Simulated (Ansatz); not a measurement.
Program: Ansatz. Geometries: PBE0-D4/def2-TZVP. ΔE: electronic, gas phase. CBS: MP2 limit from def2 TZ/QZ plus the TZ coupled-cluster correction, frozen cores. This one scheme is used for every species. Functionals use def2-TZVPP. B3LYP here is the variant with VWN-RPA as its local correlation; programs differ in this. Open shells (•) are unrestricted, without spin–orbit coupling. For Ga outer-core shells are correlated without core-valence functions, which leaves a few kJ/mol of doubt a bond. Scalar relativity is left out up to krypton.

Consider the homolysis of the B–Ga bond: `[BH2][GaH2]` → `[BH2]`• + `[GaH2]`•.

CCSD(T)/CBS gives +349.9 kJ/mol.

(1) Another level gave +330.9 kJ/mol. Which?
A. B3LYP/def2-TZVPP
B. B97M-V/def2-TZVPP
C. B3LYP-D4/def2-TZVPP
D. LC-ωPBE/def2-TZVPP

Largest T1 diagnostic among the species: 0.015.

Results:

(1) D. LC-ωPBE 330.9, B3LYP-D4 324.9, B3LYP 318.2, B97M-V 344.7 kJ/mol.

The D4 term adds +6.7 kJ/mol with B3LYP and +3.5 kJ/mol with PBE0; it sums over pairs of atoms, weighted by their polarisabilities, and B3LYP, whose exchange is more repulsive, gets the larger term. In def2-TZVPP, CCSD(T) changes the Hartree–Fock value by +104.4 kJ/mol (the triples alone add +6.5 kJ/mol) and MP2 by +103.8 kJ/mol; breaking electron pairs costs correlation energy, which Hartree–Fock lacks. Leaving LDA and LC-ωPBE aside and taking each functional with its dispersion term where it has one, the values, not all of them listed here, spread over 28.8 kJ/mol, from r2SCAN0-D4 to ωB97X-V. LDA lies +53.4 kJ/mol from PBE without D4, its usual overbinding.
